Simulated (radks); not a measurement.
The numbers below are computed, except where a source is named.
Ge4+, configuration [Ne] 3s2 3p5 3d10 4p1 (not the ground configuration). Code: a radial shooting solver on a logarithmic mesh with Libxc functionals. Model: non-relativistic Kohn-Sham, TPSS, spin-unpolarised, spherical densities, point nucleus; meta-GGA in the generalised Kohn-Sham scheme.

X-ray form factor f0, the Fourier transform of the density (f0(0) = 28):

sin(theta)/lambda (1/angstrom)  f0 (electrons)
0.05                                    27.749
0.1                                     27.039
0.15                                    25.975
0.2                                     24.681
0.25                                    23.261
0.3                                     21.788
0.4                                     18.851
0.5                                     16.106
0.6                                     13.703
0.8                                     10.143
1                                        8.026
1.25                                     6.579
1.5                                      5.698
2                                        4.331
